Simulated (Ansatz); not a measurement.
C$_{7}$H$_{14}$O, SMILES `CCC(C)(C)C(C)=O` from Hartree–Fock to CCSD(T)

Z-matrix (Å, degrees):
```
C
C 1 1.519
H 1 1.093 2 112.1
H 1 1.092 2 110.4 3 119.5
H 1 1.092 2 111.2 3 -121.5
C 2 1.531 1 115.3 3 63.0
H 2 1.092 1 109.2 3 -175.2
H 2 1.096 1 109.7 3 -58.5
C 6 1.535 2 108.6 1 -178.0
C 6 1.527 2 111.3 1 -57.9
C 6 1.532 2 110.0 1 67.0
H 9 1.092 6 110.8 2 -57.0
H 9 1.093 6 109.6 2 62.5
H 9 1.093 6 111.9 2 -178.1
H 10 1.092 6 112.3 2 66.4
H 10 1.093 6 109.5 2 -53.1
H 10 1.092 6 111.9 2 -172.1
C 11 1.507 6 118.3 2 -157.8
O 11 1.207 6 121.2 2 24.3
H 18 1.094 11 109.6 6 72.6
H 18 1.092 11 111.8 6 -45.6
H 18 1.088 11 109.3 6 -167.8
```

Total charge 0; spin multiplicity 1. The structure was optimised at the PBE0-D4/def2-TZVP level. It is one conformer, not always the lowest. Frozen core, restricted reference, Ansatz. CBS rows extrapolate triple and quadruple zeta; past MP2 they add the triple-zeta difference.

```json
{"basis": "def2-SVP", "HF (Eh)": "-347.84119", "MP2 corr.": "-1.18193", "CCSD corr.": "-1.26897", "(T)": "-0.04085", "CCSD(T) total": "-349.15101"}
{"basis": "def2-TZVPP", "HF (Eh)": "-348.22811", "MP2 corr.": "-1.44707", "CCSD corr.": "-1.51445", "(T)": "-0.06337", "CCSD(T) total": "-349.80593"}
{"basis": "def2-QZVPP", "HF (Eh)": "-348.24414", "MP2 corr.": "?", "CCSD corr.": "–", "(T)": "–", "CCSD(T) total": "–"}
{"basis": "CBS(def2)", "HF (Eh)": "?", "MP2 corr.": "?", "CCSD corr.": "?", "(T)": "as TZ", "CCSD(T) total": "?"}
```

Problem. Fill in the withheld values. (Best estimate.)

Solution. The calculation gave: def2-QZVPP MP2 corr.: -1.54059; CBS(def2) HF (Eh): -348.24635; CBS(def2) MP2 corr.: -1.60986; CBS(def2) CCSD corr.: -1.67725; CBS(def2) CCSD(T) total: -349.98697.
